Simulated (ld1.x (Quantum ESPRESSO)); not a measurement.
## Logarithmic derivatives: B (Z = 5), TM semilocal

```json
{
 "Element": "B",
 "Generator": "ld1.x (Quantum ESPRESSO) 7.5",
 "Type": "norm-conserving Troullier–Martins (semilocal form)",
 "Functional": "PBEsol",
 "Relativity": "scalar-relativistic",
 "Frozen core": "[He]",
 "Valence charge": "3",
 "Reference configuration": "2s1.5 2p0 (charge +1.5)",
 "Partial waves": "2s (bound): rc 1.15 bohr; 2p (bound, empty): rc 3.25 bohr",
 "Local potential": "the p channel",
 "Core correction": "Bessel-smoothed model core, default radius (core density twice the valence density)"
}
```

The phase is arctan(r·u′/u) with u = r·R(r), unwrapped; energies in Ry, scanned from -4 to 5 Ry. A pole is an energy at which the radial function vanishes at the test radius. The pseudo phase is shifted by a multiple of π to meet the all-electron one at the reference energy, and phase errors are pseudo minus all-electron; the curves can meet again beyond the range given. Levels narrower than the energy grid can be missing from the lists of poles.

**Question.** For each channel, where are the poles, and over which energies does the pseudopotential scatter like the atom?

**Answer.**

```json
{"channel": "s", "radius (bohr)": "3.57", "reference energy (Ry)": "-1.85", "poles, all-electron": "-1.78, 1.27", "poles, pseudo": "-1.78, 1.25", "unbroken range about the reference energy with phases within 0.05 rad": "below 2.8", "phase error 1 Ry above the reference energy (rad)": "-0.001"}
{"channel": "p", "radius (bohr)": "3.57", "reference energy (Ry)": "-1.40", "poles, all-electron": "-1.32, 1.27", "poles, pseudo": "-1.31, 1.82", "unbroken range about the reference energy with phases within 0.05 rad": "below -0.7", "phase error 1 Ry above the reference energy (rad)": "+0.137"}
```

Phases in the s channel:

| E (Ry) | all-electron | pseudo |
| --- | --- | --- |
| -4.00 | 1.405 | 1.405 |
| -3.52 | 1.389 | 1.389 |
| -3.04 | 1.364 | 1.364 |
| -2.56 | 1.321 | 1.321 |
| -2.08 | 1.141 | 1.141 |
| -1.60 | -1.736 | -1.736 |
| -1.12 | -1.893 | -1.894 |
| -0.64 | -2.167 | -2.169 |
| -0.16 | -3.461 | -3.482 |
| 0.32 | -4.413 | -4.420 |
| 0.80 | -4.619 | -4.624 |
| 1.28 | -4.713 | -4.718 |
| 1.76 | -4.783 | -4.789 |
| 2.24 | -4.860 | -4.873 |
| 2.72 | -4.999 | -5.040 |
| 3.20 | -5.551 | -5.907 |
| 3.68 | -7.289 | -7.437 |
| 4.16 | -7.639 | -7.680 |
| 4.64 | -7.743 | -7.766 |
